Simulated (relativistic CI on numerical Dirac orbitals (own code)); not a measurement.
Sensitivity of the levels of Ir9+ to α and to the nuclear radius

These numbers are calculated, not measured: Dirac-Coulomb-Breit CI, orbitals from a KLI potential per configuration, derivatives by finite differences, unscaled Slater integrals, QED left out (own radial code, finite nucleus).

Configuration list (outside the closed core [Kr] 4d10): 4f14 5s2 5p6, 4f14 5s2 5p5 5d, 4f14 5s 5p6 5d, 4f14 5s2 5p5 5f, 4f13 5s2 5p6 5d, 4f14 5s2 5p5 6s, 4f14 5p6 5d2, 4f14 5p5 5d3, 4f14 5p5 5d2 5f, 4f13 5p6 5d3, 4f14 5p5 5d2 6s. Double excitations out of closed p, d and f shells are left out; levels of such configurations are missing from the list, as are those of other unlisted configurations, and high levels can miss mixing partners.

With x = (α/α₀)² − 1 an excitation energy changes as ω = ω₀ + qx; K = 2q/ω₀ is the relative enhancement. Terms are leading LS components, so labels can repeat. The field-shift factor is F = δν/δ⟨r²⟩ for the transition from the lowest level.

Lowest level 4f14 5s2 5p6 1S_0.

```csv
Level,ω₀ (cm⁻¹),q (cm⁻¹),K,F (GHz/fm²)
4f14 5s2 5p5 5d 3P°_0,390293,9752,0.05,10.3
4f14 5s2 5p5 5d 3P°_1,399488,13700,0.0686,10.4
4f14 5s2 5p5 5d 3F°_3,413542,11370,0.055,10.3
4f14 5s2 5p5 5d 3D°_2,415193,15490,0.0746,10.5
4f14 5s2 5p5 5d 3F°_4,420090,26130,0.124,11.6
4f14 5s2 5p5 5d 1D°_2,427703,24630,0.115,11.2
4f14 5s2 5p5 5d 3D°_3,443461,25670,0.116,11.9
4f14 5s2 5p5 5d 3D°_1,480063,49490,0.206,6.98
4f14 5s2 5p5 5d 3F°_2,534428,167400,0.626,-17.4
4f14 5s2 5p5 5d 3D°_2,552841,178200,0.645,-14.6
4f14 5s2 5p5 5d 1F°_3,559780,182500,0.652,-15.9
4f13 5s2 5p6 5d 3P°_2,582328,-103700,-0.356,44
4f14 5s2 5p5 5d 1P°_1,587802,65470,0.223,7.76
4f13 5s2 5p6 5d 3H°_5,589216,-110000,-0.373,44.9
4f13 5s2 5p6 5d 3D°_3,595293,-108600,-0.365,44.8
4f13 5s2 5p6 5d 3G°_4,598151,-109200,-0.365,45.1
4f13 5s2 5p6 5d 3P°_1,603867,-85940,-0.285,45.7
4f13 5s2 5p6 5d 3H°_6,604406,-93330,-0.309,46.2
4f13 5s2 5p6 5d 1D°_2,607662,-93990,-0.309,46.1
4f13 5s2 5p6 5d 3H°_4,611381,-89780,-0.294,46.3
4f13 5s2 5p6 5d 3D°_3,614680,-92140,-0.3,46
4f13 5s2 5p6 5d 1G°_4,616039,-92030,-0.299,46.3
4f13 5s2 5p6 5d 3G°_5,616373,-92940,-0.302,46.3
```

At this charge transitions that keep the count of f electrons are usually good to a few per cent. Levels and lines within the n = 5 or 6 shells can be off by up to 10 % or somewhat more, and those that change n by about 2 %, since core polarisation is missing. Levels that differ in their count of f electrons can be misplaced by several ten thousand cm⁻¹, since the correlation energy of f electrons is missing or only estimated; rates across such gaps can be off by orders of magnitude.
